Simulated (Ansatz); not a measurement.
`OBCBr` + `[SiH3]N[SiH3]` → `OBN([SiH3])[SiH3]` + `CBr`  (ligand exchange at a B–C bond)

Isolated molecules relaxed with PBE0-D4/def2-TZVP in Ansatz; ΔE leaves out vibrations. CCSD(T)/CBS adds triple-zeta CCSD(T) − MP2 to the extrapolated MP2 energy (def2 sets, frozen cores). This one scheme is used for every species. Functionals use def2-TZVPP. B3LYP here is the variant with VWN-RPA as its local correlation; programs differ in this. For Br outer-core shells are correlated without core-valence functions, which leaves a few kJ/mol of doubt a bond. Scalar relativity is left out up to krypton. Each species was taken in one conformer, which may not be the lowest.

| level | ΔE (kJ/mol) | difference from CCSD(T)/CBS |
| --- | --- | --- |
| PBE-D4 | -99.4 | 3.4 |
| r2SCAN-D4 | -103.6 | -0.8 |
| PBE0-D4 | -101.8 | 1.0 |
| B3LYP-D4 | -103.5 | -0.7 |
| ωB97M-V | -104.0 | -1.2 |
| PBE | -96.1 | 6.7 |
| r2SCAN | -102.6 | 0.2 |
| B3LYP | -98.4 | 4.4 |
| HF/def2-TZVPP | -102.8 | 0.0 |
| MP2/def2-TZVPP | -105.8 | -3.0 |
| SCS-MP2/def2-TZVPP | -104.5 | -1.7 |
| CCSD/def2-TZVPP | -103.3 | -0.5 |
| CCSD(T)/def2-TZVPP | -104.0 | -1.2 |
| SCS-MP2/def2-QZVPP | -104.0 | -1.2 |
| MP2/CBS(def2) | -104.7 | -1.9 |
| CCSD/CBS(def2) | -102.1 | 0.7 |
| CCSD(T)/CBS | -102.8 | 0 |

Largest T1 diagnostic among the species: 0.012.

The D4 term adds −5.1 kJ/mol with B3LYP and −2.9 kJ/mol with PBE0; it sums over pairs of atoms, weighted by their polarisabilities, and B3LYP, whose exchange is more repulsive, gets the larger term.
